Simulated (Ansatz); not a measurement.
Geometry optimisation, RKS B3LYP-D4/def2-SVP (Ansatz 0.2.0).

input.yaml

```yaml
crystal:
  periodic: [false, false, false]
  atoms:
    - { symbol: C, position_ang: [-1.1778, 1.5633, 1.231] }
    - { symbol: Si, position_ang: [0.4589, 0.8394, 1.4252] }
    - { symbol: Al, position_ang: [0.4055, -1.3308, 0.5017] }
    - { symbol: O, position_ang: [1.5914, -1.7196, -0.92] }
    - { symbol: Si, position_ang: [0.6133, -1.2914, -2.3247] }
    - { symbol: H, position_ang: [-1.9791, 1.0093, 1.7529] }
    - { symbol: H, position_ang: [-1.1933, 2.637, 1.6433] }
    - { symbol: H, position_ang: [-1.4436, 1.668, 0.1339] }
    - { symbol: H, position_ang: [0.8099, 0.7965, 2.8964] }
    - { symbol: H, position_ang: [1.4599, 1.6569, 0.7351] }
    - { symbol: H, position_ang: [-0.5842, -2.4277, 1.1051] }
    - { symbol: H, position_ang: [-0.6101, -2.065, -2.3691] }
    - { symbol: H, position_ang: [0.2489, 0.1809, -2.2907] }
    - { symbol: H, position_ang: [2.42954, -2.02023, -1.35273] }
basis:
  gaussian: { orbitals: def2-SVP }
hamiltonian:
  xc: b3lyp
  dispersion: d4
relax:
  f_tol: 0.02
  max_steps: 50
```

Launched with:

```bash
$ ansatz run input.yaml --threads 2 --pin off --max-ram 3072MiB --backend cpu --events-out ev --progress --plain --runs-dir out
```

Q: Where does it end, and by what steps?

A: The run converged. After 14 steps the energy has fallen by 1.809 eV; H12 moved furthest, 1.32 Å. Joined: Al3–H12 (3.13 → 1.82 Å).

| step | energy less start (eV) | largest force component (eV/Å) | accepted |
| --- | --- | --- | --- |
| 0 | 0.0000 | 3.047 | yes |
| 1 | -0.9088 | 1.902 | yes |
| 2 | -1.2617 | 1.195 | yes |
| 3 | -1.4545 | 0.483 | yes |
| 4 | -1.5271 | 0.424 | yes |
| 5 | -1.5909 | 0.247 | yes |
| 6 | -1.6830 | 0.274 | yes |
| 7 | -1.6960 | 0.738 | yes |
| 8 | -1.7432 | 0.600 | yes |
| 9 | -1.7797 | 0.195 | yes |
| 10 | -1.7976 | 0.082 | yes |
| 11 | -1.8043 | 0.097 | yes |
| 12 | -1.8068 | 0.119 | yes |
| 13 | -1.8076 | 0.058 | yes |
| 14 | -1.8087 | 0.020 | yes |

```xyz
14
Properties=species:S:1:pos:R:3
C -1.282 1.651 1.132
Si 0.385 0.754 1.321
Al 0.373 -1.439 0.244
O 1.700 -1.618 -1.066
Si 0.465 -1.202 -2.463
H -2.093 1.089 1.622
H -1.240 2.653 1.587
H -1.544 1.768 0.068
H 0.710 0.648 2.782
H 1.464 1.593 0.707
H 0.031 -2.878 0.819
H -0.658 -1.358 -1.252
H 0.554 0.289 -2.137
H 2.166 -2.455 -1.196
```

Time of the run: 41 s on 2 threads of AMD EPYC 9R14 (Zen 4), with other jobs on the host, peak memory 0.35 GiB.
